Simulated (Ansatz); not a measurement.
Abridged output of a molecular run in Ansatz:

```
Functional definition: HF
1806 factors; integrals over basis functions are off by at most 1.3e-3 eV
mean field evaluation 1: about -19874.8702 eV, gradient 5.2e1 eV
mean field evaluation 2: about -19875.1160 eV, gradient 5.2e1 eV
mean field evaluation 4: about -19881.0456 eV, gradient 4.1e0 eV
mean field evaluation 8: about -19881.1195 eV, gradient 2.3e-1 eV
mean field evaluation 16: about -19881.1198 eV, gradient 2.3e-6 eV
mean field -19881.11977540 eV, -730.6176758388 hartree, gradient 2.3e-6 eV, S^2 0.000000; 0 other end points of the search recorded, 0 dependent functions left out
13 core orbitals not correlated: weight in the atoms' cores, before any rotation towards them, 1.000 or more for the frozen orbitals, at most 0.000 for the correlated occupied ones
reference -19881.11977540 eV, -730.6176758388 hartree; 16, 16 occupied and 288, 288 virtual orbitals, 1806 factors
second order -23.46431794 eV of doubles, -0.00000000 eV of singles
cycle   1  -24.39472731 eV  change   -9.3e-1 eV  update   9.6e-2
cycle   2  -24.99395747 eV  change   -6.0e-1 eV  update   2.8e-2
cycle   3  -25.07695377 eV  change   -8.3e-2 eV  update   1.1e-2
cycle   4  -25.06897739 eV  change    8.0e-3 eV  update   2.7e-3
cycle   5  -25.06910044 eV  change   -1.2e-4 eV  update   1.2e-3
cycle   6  -25.06912596 eV  change   -2.6e-5 eV  update   3.2e-4
cycle   7  -25.06898947 eV  change    1.4e-4 eV  update   1.2e-4
cycle   8  -25.06899784 eV  change   -8.4e-6 eV  update   4.5e-5
cycle   9  -25.06900309 eV  change   -5.3e-6 eV  update   1.7e-5
perturbative correction -0.93297793 eV, -0.0342863065 hartree
Total energy: -19907.12175642 eV, -731.5732310167 hartree
```

Its atoms:

```xyz
15

N     1.0930    2.0098    0.2024
Si    0.3682    1.1015   -1.0641
C    -1.1320    0.2338   -0.3762
Si   -0.7381   -1.0258    0.9410
N     0.2010   -2.2759    0.2274
H     1.2350    1.5826    1.1042
H     1.8169    2.6797    0.0004
H     1.2538    0.0586   -1.6795
H     0.0351    2.0572   -2.1552
H    -1.6580   -0.2765   -1.1900
H    -1.8040    0.9921    0.0395
H    -0.0711   -0.3041    2.0746
H    -1.9542   -1.6632    1.5151
H     0.3754   -3.1321    0.7276
H     0.9791   -2.0377   -0.3672
```

**Question.** Which basis set was used?
A. def2-TZVPP
B. def2-QZVPP
C. def2-TZVPPD
D. cc-pV(Q+d)Z

**Answer.** A. It gives 317 functions.

**Question.** Write the keys of the input that set method, charge and spin (a neutral closed shell needs none for the last two).

**Answer.** 
```yaml
correlation: {method: ccsd_t}
```
